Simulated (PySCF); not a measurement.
Isomers of C5H6F2, one GFN2-xTB conformer each. Single-point energies are computed at PBE0/pcSseg-1 (PySCF, gas phase, no added dispersion term), electronic only.

```csv
SMILES,GFN2-xTB relative energy (kcal/mol)
C=C=C(C)C(F)F,26.3
C=C/C=C/C(F)F,20.6
F[C@@H]1C=CC[C@@H]1F,0.0
C=C(F)C/C=C\F,21.0
```

Conformers: `[CH2:1]=[C:2]=[C:3]([CH3:4])[CH:5]([F:6])[F:7]` with C2–C3–C5–F6 121°; `[CH2:1]=[CH:2]/[CH:3]=[CH:4]/[CH:5]([F:6])[F:7]` with C1–C2–C3–C4 180°, C3–C4–C5–F6 -125°; `[F:1][C@@H:2]1[CH:3]=[CH:4][CH2:5][C@@H:6]1[F:7]` with F1–C2–C3–C4 -134°, C3–C4–C5–C6 12°, C4–C5–C6–F7 99°, F1–C2–C6–C5 141°; `[CH2:1]=[C:2]([F:3])[CH2:4]/[CH:5]=[CH:6]\[F:7]` with C1–C2–C4–C5 -109°, C2–C4–C5–C6 118°.

Task: What does PBE0/pcSseg-1 give for the same structures?

Result: 
```tsv
SMILES	PBE0/pcSseg-1 E (Eh)	PBE0/pcSseg-1 (kcal/mol)	GFN2-xTB (kcal/mol)	point group
F[C@@H]1C=CC[C@@H]1F	-393.33460	0.0	0.0	C1
C=C/C=C/C(F)F	-393.32296	7.3	20.6	C1
C=C(F)C/C=C\F	-393.31086	14.9	21.0	C1
C=C=C(C)C(F)F	-393.30668	17.5	26.3	Cs
```

Both levels put the same isomer lowest; measured from each level's own lowest isomer, the values differ by up to 13.3 kcal/mol (C=C/C=C/C(F)F: 20.6 against 7.3). As drawn, the highest has cumulated double bonds and two fluorines on one carbon, which the lowest lacks.

Task: Which frontier levels, dipoles and rotational constants go with these structures?

Result: 
```tsv
SMILES	HOMO (eV, PBE0/pcSseg-1)	LUMO (eV)	dipole (D)	A, B, C (MHz)
F[C@@H]1C=CC[C@@H]1F	-7.81	-0.11	3.28	3722, 3010, 1930
C=C/C=C/C(F)F	-7.23	-1.31	2.38	7620, 1150, 1042
C=C(F)C/C=C\F	-7.40	0.03	0.66	5504, 1401, 1218
C=C=C(C)C(F)F	-7.81	-0.06	2.29	4179, 1674, 1544
```
